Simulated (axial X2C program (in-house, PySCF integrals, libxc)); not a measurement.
# Potential curves of LiTc, with spin–orbit coupling

Computed with an axial X2C code built on PySCF integrals. Two-component (2c) means X2C with spin–orbit coupling and atomic mean-field two-electron Coulomb and Gaunt terms. Basis: Tc dyall-cv3z [12s12p8d5f3g], Li dyall-cv3z [7s8p2d] (cores contracted in-house); Gaussian nuclei, density fitting, unrestricted open shells. Masses: Tc 98.907 u, Li 7.016 u.

State: Ω = 3 (⟨Sz⟩ = 1.99, ⟨Lz⟩ = 1.01 at B97-3). Energies in eV from the fragments at the same level (Tc + Li). Fits are polynomials in 1 − R0/R over 0.85 to 1.23 times the lowest point R0.

```
 R (Å)    B97-3     PBE0
2.2342  -1.0631  -0.9708
2.3369  -1.1853  -1.0944
2.4139  -1.2399  -1.1497
2.4910  -1.2690  -1.1793
2.5680  -1.2770  -1.1875
2.6579  -1.2654  -1.1764
2.7478  -1.2358  -1.1474
2.8633  -1.1785  -1.0913
3.0046  -1.0880  -1.0035
3.2100  -0.9353  -0.8582
```

The state is one determinant whose occupation by symmetry is held fixed; it was picked as the lowest of a PBE0 search that is not exhaustive. Dissociation energies refer to the lowest single-determinant-based atoms at the same level and basis. Density functionals use the spin component along the axis (collinear). The functionals have no current-density term, which raises determinants with orbital currents, atoms included. With several unpaired electrons one determinant need not be a pure state. A state of lower Ω lies just above, and one determinant can place such states too high, so the state shown need not be the lowest. The search has Ω = 2 only 0.02 eV up. Open-shell Ω = 0 determinants with evenly filled partner blocks cannot be reached by this program, so the Ω shown need not be the lowest component. The determinant is spin-polarised beyond a pure state at some levels (its spin-free form has ⟨S²⟩ too high), which makes Re and μ there less reliable. The lowest spin-free determinant has another configuration (M_S = 2, Λ = 0), so the order of states is uncertain and this need not be the ground state.

Problem. What are Re, ωe and De at the B97-3 level?

Solution. At B97-3, 2c: Re = 2.564 Å, ωe ≈ 345 cm⁻¹, De = 1.28 eV to Tc + Li; Be follows as 0.392 cm⁻¹.

Problem. Fit the PBE0 curve near its minimum: give the equilibrium distance, the harmonic wavenumber and the well depth.

Solution. At PBE0, 2c: Re = 2.565 Å, ωe ≈ 345 cm⁻¹, De = 1.19 eV to Tc + Li; Be follows as 0.391 cm⁻¹.
